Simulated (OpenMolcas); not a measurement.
# 4s2 4p along the 31-electron sequence

```json
{"Program": "OpenMolcas 26.06", "Method": "RASSCF", "Basis": "ANO-RCC-VQZP", "Scalar Hamiltonian": "DKH2, point nucleus", "Spin-orbit coupling": "RASSI with atomic mean-field integrals over the reference wave functions, term energies averaged over their components"}
```

Active space for each ion: 3 electrons in 9 orbitals (RAS2 4s 4p; RAS3 4d, at most 2 electrons).

Computed levels in cm-1 above 2P* 1/2:

```json
{"Level": "2P* 3/2", "Ga": "829", "Ge+": "1632", "As2+": "2571", "Se3+": "3821", "Br4+": "5356", "Kr5+": "7184"}
{"Level": "weight of 2P* in the lowest level (%)", "Ga": "100", "Ge+": "100", "As2+": "100", "Se3+": "100", "Br4+": "100", "Kr5+": "100"}
```

Measured, with the error of the calculation in %. Measured levels: Ga, Ge+ from NIST Handbook of Basic Atomic Spectroscopic Data; As2+, Se3+, Br4+ from Moore, Atomic Energy Levels, vol. II, NSRDS-NBS 35 (1971 reprint of NBS Circular 467, 1952); Kr5+ from Saloman, J. Phys. Chem. Ref. Data 36, 215 (2007).

| Level | Ga | Ge+ | As2+ | Se3+ | Br4+ | Kr5+ |
| --- | --- | --- | --- | --- | --- | --- |
| 2P* 3/2 | 826 (+0.3) | 1767 (-7.6) | 2940 (-12.5) | 4376 (-12.7) | 6090 (-12.1) | 8110 (-11.4) |

The fine-structure level 2P* 3/2 changes by a factor of 8.67 from Ga to Kr5+. Its fourth root runs 5.37, 6.36, 7.12, 7.86, 8.55, 9.21, with steps per unit of Z of 0.99, 0.76, 0.74, 0.69, 0.65; equal steps would mean a (Z - σ)^4 law with constant σ.

Active for correlation alone: 4d; no level in the range computed is led by a configuration that fills it, so any true level of that kind is missing. Some high roots are left out of the spin-orbit mixing, which shifts the levels that they would mix with (holds for Ga; Ge+). Without dynamic correlation excited terms often stand tens of per cent too high (terms of higher spin than the ground term too low), and those without a measured partner can miss by more than the paired ones (holds for Ga; Ge+). Measured partners are found by configuration, term and J. A level has none where our copy of the source lacks it or the pairing is in doubt (some pairs that miss far off the trend of their configuration count as doubtful), and it then counts in no deviation. Only configurations of the active space appear.

* marks odd parity.
